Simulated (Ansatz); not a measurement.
Reaction (substitution at a C–C bond): `CCCC(C)(C)C` + `[F][AlH][NH][SiH3]` → `C[N]([SiH3])[AlH][F]` + `CCC(C)(C)C`

Gas-phase electronic energies from Ansatz, PBE0-D4/def2-TZVP geometries. CCSD(T)/CBS adds triple-zeta CCSD(T) − MP2 to the extrapolated MP2 energy (def2 sets, frozen cores). Each species was taken in one conformer, which may not be the lowest.

```tsv
species	SCS-MP2/def2-QZVPP energy (Eh)
`CCCC(C)(C)C`	-275.85755
`[F][AlH][NH][SiH3]`	-688.63845
`C[N]([SiH3])[AlH][F]`	-727.85676
`CCC(C)(C)C`	-236.62078
```

Work out ΔE.

ΔE = (-727.85676) + (-236.62078) − (-275.85755) − (-688.63845) = 0.01846 Eh = +48.5 kJ/mol. CCSD(T)/CBS gives +48.9 kJ/mol.

Largest T1 diagnostic among the species: 0.012.

The D4 term adds −3.4 kJ/mol with B3LYP and −1.5 kJ/mol with PBE0; it sums over pairs of atoms, weighted by their polarisabilities, and B3LYP, whose exchange is more repulsive, gets the larger term.

B3LYP here is the variant with VWN-RPA as its local correlation; programs differ in this.
